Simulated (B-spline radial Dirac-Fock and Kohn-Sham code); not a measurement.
## Dipole and non-dipole photoemission parameters of Ta⁴⁺ 3p1/2

System: Ta⁴⁺, [Xe] 4f14 5d1; threshold 2507.1 eV (orbital energy of the model). These are calculated numbers from a radial B-spline solver; the model is Dirac-Hartree-Slater photoionisation with a Latter tail; cross sections with all multipoles, angular parameters from the dipole term and its interference with E2.

Input of the calculation (task.json; shells as n, l, electrons):

```json
{"items": [{
  "Z": 73,
  "q": 4,
  "cfg": [[1, 0, 2], [2, 0, 2], [2, 1, 6], [3, 0, 2], [3, 1, 6], [3, 2, 10], [4, 0, 2], [4, 1, 6], [4, 2, 10], [4, 3, 14], [5, 0, 2], [5, 1, 6], [5, 2, 1]],
  "A": 181,
  "rrms": 5.3507,
  "do": "xps",
  "hv": [53.5, 58.8, 60, 64.8, 93.4, 183.0, 200, 202.0, 268.0, 275.0, 422.0, 600, 621.0, 737.0, 779.0, 978.0, 986.0, 1000, 1290.0, 1486.9, 1680.0, 1930.0, 2630.0, 2910.0, 3440.0, 4000, 4020.0, 6090.0, 12000, 15000]
}]}
```

Run with: `python xray2_run.py task.json out`

For linearly polarised light dσ/dΩ = σ/(4π) [1 + β P₂(cos θ) + (δ + γ cos²θ) sin θ cos φ], with θ from the polarisation vector and φ the angle between the beam and the projection of the electron momentum on the plane normal to the polarisation.

```csv
hν (eV),σ (kb),β,γ,δ
2630,44.6,0.768,0.291,0.222
2910,39.5,1.176,0.502,0.101
3440,31.4,1.423,0.266,0.030
4000,24.9,1.520,0.084,0.010
4020,?,?,?,?
6090,11.7,1.597,0.050,0.001
12000,2.70,1.515,0.830,0.024
15000,1.58,1.463,1.186,0.041
```

**Question.** Give the values at 4020 eV.

**Answer.** σ = 24.7 kb, β = 1.523, γ = 0.079, δ = 0.009.
